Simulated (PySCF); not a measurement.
**Orbital picture of TlZn⁺**

r²SCAN at R = 3.124 Å; PySCF, scalar-relativistic core potentials, basis sets Tl def2-SVP with ECP60, Zn def2-SVP. State: ¹Σ⁺ (singlet), closed shell. Only the outer orbitals are listed, counted within each symmetry, core potentials removing the inner ones.

| orbital | occ. | ε (eV) | on Tl (%) | main shells (%) |
| --- | --- | --- | --- | --- |
| 9σ | 2 | -15.75 | 63 | 62 Tl s, 35 Zn d |
| 5π | 2 | -15.38 | 0 | 100 Zn d |
| 5π | 2 | -15.38 | 0 | 100 Zn d |
| 2δ | 2 | -15.35 | 0 | 100 Zn d |
| 2δ | 2 | -15.35 | 0 | 100 Zn d |
| 10σ | 2 | -15.23 | 34 | 64 Zn d, 34 Tl s |
| 11σ | 2 | -10.74 | 18 | 81 Zn s, 14 Tl p |
| 6π | 0 | -7.21 | 95 | 94 Tl p |
| 6π | 0 | -7.21 | 95 | 94 Tl p |
| 12σ | 0 | -7.12 | 62 | 63 Tl p, 22 Zn p, 16 Zn s |

Which are the highest filled and the lowest empty level, where do they sit, and how wide is the gap?

Highest filled 11σ at -10.74 eV (in %: 81 Zn s, 14 Tl p); lowest empty 6π at -7.21 eV (in %: 94 Tl p); the gap at r²SCAN is 3.53 eV.

- bond order (Mayer): 0.57
- ⟨S²⟩: 0.000
- charge on Tl (Mulliken, basis-dependent): 0.70
- charge on Tl (Löwdin, basis-dependent): 0.59
- dipole moment (positive dipole points towards Zn; it is taken about the centre of mass and depends on that origin): 1.45 D

Closed-shell solutions of metal pairs were not tested for spin polarisation, which can lower them a little. Spin–orbit coupling is left out.
